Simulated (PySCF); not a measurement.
Species: C7H4ClFO3.
SMILES with atom numbers: `[CH2:1]=[CH:2][O:3][c:4]1[o:5][c:6]([F:7])[cH:8][c:9](=[O:10])[c:11]1[Cl:12]` (hydrogens: H13, H14 on C1; H15 on C2; H16 on C8)

The same species was optimised twice, with GFN2-xTB and with PBE0-D3(BJ)/def2-SVP (PySCF), and the same property calculations (PySCF, gas phase) were run on both structures.

```
     coordinate  GFN2-xTB  PBE0-D3(BJ)/def2-SVP  change
      C6–F7 (Å)     1.329                 1.304  -0.025
   C11–Cl12 (Å)     1.717                 1.709  -0.008
      C4–O5 (Å)     1.358                 1.350  -0.008
     C9–C11 (Å)     1.466                 1.474  +0.008
      C1=C2 (Å)     1.321                 1.328  +0.007
      O3–C4 (Å)     1.325                 1.320  -0.005
      C6–C8 (Å)     1.332                 1.338  +0.006
      C2–O3 (Å)     1.377                 1.372  -0.005
     C9=O10 (Å)     1.210                 1.212  +0.002
     C4–C11 (Å)     1.361                 1.359  -0.002
      O5–C6 (Å)     1.340                 1.338  -0.002
      C8–C9 (Å)     1.469                 1.469   0.000
   O3–C4–O5 (°)     116.6                 114.7    -1.9
   F7–C6–C8 (°)     124.0                 125.8    +1.8
   C4–O5–C6 (°)     117.4                 119.2    +1.8
  O3–C4–C11 (°)     121.5                 123.3    +1.8
   O5–C6–C8 (°)     126.1                 124.5    -1.6
   C2–O3–C4 (°)     121.8                 123.3    +1.5
  C4–C11–C9 (°)     122.5                 121.2    -1.3
C4–C11–Cl12 (°)     119.1                 120.4    +1.3
C1–C2–O3–C4 (°)       180                   180       0
C2–O3–C4–O5 (°)         0                    -3      -3
```

Rotational constants: A = 938.7, B = 756.7, C = 419.0 MHz (GFN2-xTB) against A = 936.4, B = 758.8, C = 419.2 MHz (PBE0-D3(BJ)/def2-SVP).

On the GFN2-xTB structure: HOMO (eV) -7.11 [PBE0/pcSseg-1]; LUMO (eV) -1.51 [PBE0/pcSseg-1]; dipole (D) 5.19 [PBE0/pcSseg-1]; GIAO shielding of C1 (ppm) 80.7 [PBE0/pcSseg-1]; GIAO shielding of C2 (ppm) 38.9 [PBE0/pcSseg-1]; GIAO shielding of O3 (ppm) 143.5 [PBE0/pcSseg-1]; GIAO shielding of C4 (ppm) 24.9 [PBE0/pcSseg-1]; GIAO shielding of O5 (ppm) 118.1 [PBE0/pcSseg-1]; GIAO shielding of C6 (ppm) 16.0 [PBE0/pcSseg-1]; GIAO shielding of F7 (ppm) 255.8 [PBE0/pcSseg-1]; GIAO shielding of C8 (ppm) 87.8 [PBE0/pcSseg-1].

Q: What do these properties become on the PBE0-D3(BJ)/def2-SVP structure?

A: 
```json
{"property": "HOMO (eV)", "level": "PBE0/pcSseg-1", "on GFN2-xTB": "-7.11", "on PBE0-D3(BJ)/def2-SVP": "-7.05", "change": "+0.06"}
{"property": "LUMO (eV)", "level": "PBE0/pcSseg-1", "on GFN2-xTB": "-1.51", "on PBE0-D3(BJ)/def2-SVP": "-1.45", "change": "+0.06"}
{"property": "dipole (D)", "level": "PBE0/pcSseg-1", "on GFN2-xTB": "5.19", "on PBE0-D3(BJ)/def2-SVP": "5.25", "change": "+0.06"}
{"property": "energy, GFN2-xTB geometry as zero (kcal/mol)", "level": "PBE0/pcSseg-1", "on GFN2-xTB": "0.0", "on PBE0-D3(BJ)/def2-SVP": "-0.7", "change": "-0.7"}
{"property": "GIAO shielding of C1 (ppm)", "level": "PBE0/pcSseg-1", "on GFN2-xTB": "80.7", "on PBE0-D3(BJ)/def2-SVP": "79.2", "change": "-1.5"}
{"property": "GIAO shielding of C2 (ppm)", "level": "PBE0/pcSseg-1", "on GFN2-xTB": "38.9", "on PBE0-D3(BJ)/def2-SVP": "38.5", "change": "-0.4"}
{"property": "GIAO shielding of O3 (ppm)", "level": "PBE0/pcSseg-1", "on GFN2-xTB": "143.5", "on PBE0-D3(BJ)/def2-SVP": "145.1", "change": "+1.6"}
{"property": "GIAO shielding of C4 (ppm)", "level": "PBE0/pcSseg-1", "on GFN2-xTB": "24.9", "on PBE0-D3(BJ)/def2-SVP": "26.9", "change": "+2.0"}
{"property": "GIAO shielding of O5 (ppm)", "level": "PBE0/pcSseg-1", "on GFN2-xTB": "118.1", "on PBE0-D3(BJ)/def2-SVP": "119.6", "change": "+1.5"}
{"property": "GIAO shielding of C6 (ppm)", "level": "PBE0/pcSseg-1", "on GFN2-xTB": "16.0", "on PBE0-D3(BJ)/def2-SVP": "17.7", "change": "+1.7"}
{"property": "GIAO shielding of F7 (ppm)", "level": "PBE0/pcSseg-1", "on GFN2-xTB": "255.8", "on PBE0-D3(BJ)/def2-SVP": "262.6", "change": "+6.8"}
{"property": "GIAO shielding of C8 (ppm)", "level": "PBE0/pcSseg-1", "on GFN2-xTB": "87.8", "on PBE0-D3(BJ)/def2-SVP": "88.5", "change": "+0.7"}
```

The heavy atoms differ by 0.030 Å rms after alignment. Among bonds between heavy atoms C6–F7 changes most (-0.025 Å). Changes are differences of the printed values. Neither structure is proved a minimum here.

Shape of the structure used: `[CH2:1]=[CH:2][O:3][c:4]1[o:5][c:6]([F:7])[cH:8][c:9](=[O:10])[c:11]1[Cl:12]`: C1–C2–O3–C4 180°, C2–O3–C4–O5 -3°.
